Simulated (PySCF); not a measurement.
BH2O2, SMILES O[B]O (connectivity only; charge and spin as stated), charge +1, multiplicity 1. Heavy atoms are numbered as in [OH:1][B:2][OH:3]. Hydrogens are named by the atom that carries them.

Coordinates come from a B3LYP-D3(BJ)/def2-TZVP optimisation. The spin state was assumed, not searched. The isomer is the one that the SMILES or the coordinates give; other isomers of the formula were not compared. The values are those of a single conformer.

These are PBE/def2-TZVPD run with PySCF values and carry that method's errors.

Mulliken values depend strongly on the basis, most of all with diffuse functions as here. ESP charges are fitted to the potential on shells at 1.4 to 2.0 van der Waals radii. Atomic charges (e), one atom of each kind:

| atom | ESP fit | Mulliken |
|---|---|---|
| O1 (OH) | ? | -0.11 |
| B2 | ? | 0.42 |
| H on O1 | ? | 0.40 |

Problem. Fill in the missing entries. (Estimate from the structure and the level; the computed values follow.)

Solution. 
- O1 (OH), ESP fit: -0.32
- B2, ESP fit: 0.69
- H on O1, ESP fit: 0.48
